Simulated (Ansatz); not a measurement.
Bond stretch in BN, triplet.

- UKS-PBE = unrestricted PBE/def2-SVP in Ansatz (an electronic-structure program)
- UKS-CAM-B3LYP = unrestricted CAM-B3LYP/def2-SVP run with Ansatz
- FCI = full CI/def2-SVP, frozen core in Ansatz

Energies relative to the lowest point of each curve near equilibrium, in kJ/mol; the last columns give the error against full CI:

```csv
R / Å,UKS-PBE,UKS-CAM-B3LYP,FCI,UKS-PBE − FCI,UKS-CAM-B3LYP − FCI
1.12,188.6,163.4,194.7,-6.1,-31.2
1.18,86.3,67.2,88.5,-2.1,-21.3
1.23,35.2,22.9,36.4,-1.2,-13.5
1.28,8.3,2.9,8.8,-0.5,-5.9
1.32,0.0,0.0,0.0,0.0,0.0
1.36,0.8,6.1,0.3,0.5,5.8
1.40,8.7,19.2,7.7,1.0,11.5
1.44,22.0,37.4,20.6,1.4,16.8
1.53,65.4,90.3,62.0,3.3,28.2
1.61,112.3,138.6,106.7,5.6,31.9
```

UKS-PBE is furthest from FCI at 1.12 (-6.1 kJ/mol, below); its mean absolute error over the points is 2.2 kJ/mol.

UKS-CAM-B3LYP is furthest from FCI at 1.61 (31.9 kJ/mol, above); its mean absolute error over the points is 16.6 kJ/mol.

The scan ran from 1.05 to 5.31 Å; beyond the distances shown full CI changes its symmetry label. The unrestricted determinant behind UKS-CAM-B3LYP is spin-contaminated at 1.61 Å (<S²> up to 2.1, against 2.00 for a pure triplet).
